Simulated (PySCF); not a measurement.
# Correlation energy of Fe (iron, neutral)

[Ar] 3d8, high-spin 3F determinant (an excited configuration). Calculation: PySCF 2.14, in x2c-TZVPPall (6s5p4d2f1g, 64 functions); scalar relativity by spin-free X2C-1e. Frozen: [Ne]; 16 electrons correlated.

```json
{"level": "CCSD", "correlation energy (mhartree)": "-616.99"}
{"level": "(T)", "correlation energy (mhartree)": "-25.93"}
{"level": "CCSD(T)", "correlation energy (mhartree)": "-642.92"}
```

Diagnostics: T1 = 0.024, D1 = 0.0590, largest double amplitude 0.034.

Cost of the coupled-cluster step: about 40 core-seconds, for 16 correlated electrons.

Iterations:

```
CC2 = 0
CCSD nocc = (np.int64(9), np.int64(7)), nmo = (59, 59)
frozen orbitals [[0, 1, 2, 3, 4], [0, 1, 2, 3, 4]]
max_cycle = 100
direct = 0
conv_tol = 1e-08
conv_tol_normt = 1e-06
diis_space = 8
diis_start_cycle = 0
Init t2, MP2 energy = -0.703961264180964
Init E_corr(UCCSD) = -0.703961264183974
cycle = 1  E_corr(UCCSD) = -0.558286960444463  dE = 0.145674304  norm(t1,t2) = 0.265294
cycle = 2  E_corr(UCCSD) = -0.649031327480068  dE = -0.090744367  norm(t1,t2) = 0.249825
cycle = 3  E_corr(UCCSD) = -0.619988286279891  dE = 0.0290430412  norm(t1,t2) = 0.256205
cycle = 4  E_corr(UCCSD) = -0.615498649131159  dE = 0.00448963715  norm(t1,t2) = 0.0244367
cycle = 5  E_corr(UCCSD) = -0.615905694608145  dE = -0.000407045477  norm(t1,t2) = 0.00760621
cycle = 6  E_corr(UCCSD) = -0.616907419839967  dE = -0.00100172523  norm(t1,t2) = 0.00591243
cycle = 7  E_corr(UCCSD) = -0.617144441297418  dE = -0.000237021457  norm(t1,t2) = 0.00223245
cycle = 8  E_corr(UCCSD) = -0.616995052508567  dE = 0.000149388789  norm(t1,t2) = 0.000902534
cycle = 9  E_corr(UCCSD) = -0.616969304201523  dE = 2.5748307e-05  norm(t1,t2) = 0.000320409
cycle = 10  E_corr(UCCSD) = -0.616981916572111  dE = -1.26123706e-05  norm(t1,t2) = 0.000151662
cycle = 11  E_corr(UCCSD) = -0.616990835575236  dE = -8.91900312e-06  norm(t1,t2) = 6.99521e-05
cycle = 12  E_corr(UCCSD) = -0.616987950691105  dE = 2.88488413e-06  norm(t1,t2) = 3.9235e-05
cycle = 13  E_corr(UCCSD) = -0.616986574961403  dE = 1.3757297e-06  norm(t1,t2) = 1.90839e-05
cycle = 14  E_corr(UCCSD) = -0.616987919280857  dE = -1.34431945e-06  norm(t1,t2) = 1.15115e-05
cycle = 15  E_corr(UCCSD) = -0.616986787125221  dE = 1.13215564e-06  norm(t1,t2) = 6.9586e-06
cycle = 16  E_corr(UCCSD) = -0.616987263710735  dE = -4.76585514e-07  norm(t1,t2) = 4.22871e-06
cycle = 17  E_corr(UCCSD) = -0.61698736824881  dE = -1.04538075e-07  norm(t1,t2) = 1.49845e-06
cycle = 18  E_corr(UCCSD) = -0.616987248071953  dE = 1.20176857e-07  norm(t1,t2) = 8.08685e-07
cycle = 19  E_corr(UCCSD) = -0.616987189764479  dE = 5.83074742e-08  norm(t1,t2) = 4.82177e-07
cycle = 20  E_corr(UCCSD) = -0.616987216820255  dE = -2.70557765e-08  norm(t1,t2) = 2.33215e-07
cycle = 21  E_corr(UCCSD) = -0.616987193125736  dE = 2.36945198e-08  norm(t1,t2) = 9.33497e-08
cycle = 22  E_corr(UCCSD) = -0.616987192386449  dE = 7.39286965e-10  norm(t1,t2) = 4.70611e-08
UCCSD converged
E(UCCSD) = -1271.665724314249  E_corr = -0.6169871923864486
UCCSD(T) correction = -0.0259262610850808
```

This basis was not built for core-valence correlation, so the inner-shell part is incomplete.
